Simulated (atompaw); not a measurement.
## O: one change to a PAW (atompaw) potential, before and after

```json
{"Element": "O (Z = 8)", "Generator": "atompaw 4.2.0.5", "Type": "PAW", "Functional": "LDA (PW92)", "Relativity": "scalar-relativistic", "Frozen core": "[He]", "Valence charge": "6", "Reference configuration": "2s2 2p2.5 (charge +1.5)", "Partial waves": "2s (bound): rc 1.50 bohr; 2s channel at -1.75 Ry: rc 1.50 bohr; 2p (bound): rc 1.50 bohr; 2p channel at -1.3 Ry: rc 1.50 bohr; 3d channel at 0.05 Ry: rc 1.35 bohr; 3d channel at 2.45 Ry: rc 1.50 bohr", "Local potential": "troulliermartins scheme with l = 3 at 0.5 Ry, radius 1.30 bohr", "Core correction": "smooth core density matched at 0.90 bohr", "Augmentation charge": "besselshape compensation charge, radius 1.30 bohr; PAW radius 1.50 bohr; waves and projectors: custom polynom gramschmidtortho"}
```

All-electron outer shells of the reference configuration (LDA (PW92), scalar-relativistic, ld1.x):

```
shell  level (eV)  outermost node (bohr)  outermost maximum (bohr)
   2s      -48.38                   0.28                      0.85
   2p      -33.58                      –                      0.76
```

Change: wave 2s channel at -1.75 Ry: rc 1.50 bohr becomes 2s channel at -1.75 Ry: rc 0.90 bohr.

Cutoffs: the cutoffs (Ry, on a coarse ladder) from which the occupation-weighted sum of valence levels, in a spherical-Bessel basis at the reference potential, stays within 10 and 1 mRy of its value at 400 Ry; they do not see the model core or the augmentation charge, which bear on the density cutoff.

Question: What does the change do?

Answer: The potential gets neither clearly harder nor softer (30 Ry and 55 Ry → 30 Ry and 55 Ry); the p channel sets the loose cutoff, while the largest relative change is in s, which becomes harder; neither file shows a bound ghost.

| quantity | base | changed |
| --- | --- | --- |
| cutoff, loose | 30 Ry | 30 Ry |
| cutoff, tight | 55 Ry | 55 Ry |
| loose cutoff by channel (10 mRy a level) | s 15 Ry, p 30 Ry | s 18 Ry, p 30 Ry |
| bound ghosts | none | none |
| s: phases at 1.50 bohr within 0.05 rad from the reference energy up to (Ry; the scan ends near 5) | to the end of the scan | 4.6 |
| p: phases at 1.50 bohr within 0.05 rad from the reference energy up to (Ry; the scan ends near 5) | 4.2 | 4.2 |
| d: phases at 1.50 bohr within 0.05 rad from the reference energy up to (Ry; the scan ends near 5) | to the end of the scan | to the end of the scan |
| lowest overlap eigenvalue by channel | s 0.64, p 0.94, d 0.72 | s 0.48, p 0.94, d 0.72 |

 The cutoffs see the waves, projectors and local potential, not the compensation charge or the core.
